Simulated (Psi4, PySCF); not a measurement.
PySCF was given this input:
```python
from pyscf import gto, scf, dft

mol = gto.Mole()
mol.atom = '''
    Te   -0.01061858    0.00295013    0.28505227
    F     1.14851292    1.60409032    0.11390780
    F     1.18532124   -0.83746182   -0.85961877
    F    -1.15503896   -1.60227721    0.06128147
    F    -1.11744340    0.81860351   -0.96253919
'''
mol.basis = 'def2-svp'
mol.ecp = {'Te': 'def2-svp'}
mol.charge = 1
mol.spin = 1
mol.verbose = 4
mol.build()

mf = dft.UKS(mol)
mf.xc = 'wb97x_v'
mf.grids.atom_grid = (99, 590)
mf.grids.prune = None
mf.kernel()
```

**Question.** Give the equivalent Psi4 input.

**Answer.** One answer among several that fit: 
```
memory 2 GB

molecule {
1 2
Te   -0.01061858    0.00295013    0.28505227
F     1.14851292    1.60409032    0.11390780
F     1.18532124   -0.83746182   -0.85961877
F    -1.15503896   -1.60227721    0.06128147
F    -1.11744340    0.81860351   -0.96253919
}

set {
  basis def2-svp
  reference uks
  scf_type pk
  puream true
  d_convergence 1e-8
  dft_radial_points 99
  dft_spherical_points 590
}

energy('wb97x-v')
print_variables()
```

Both were run: PySCF gave -666.445685 Eh and Psi4 -666.445705 Eh, 0.020 mEh apart.
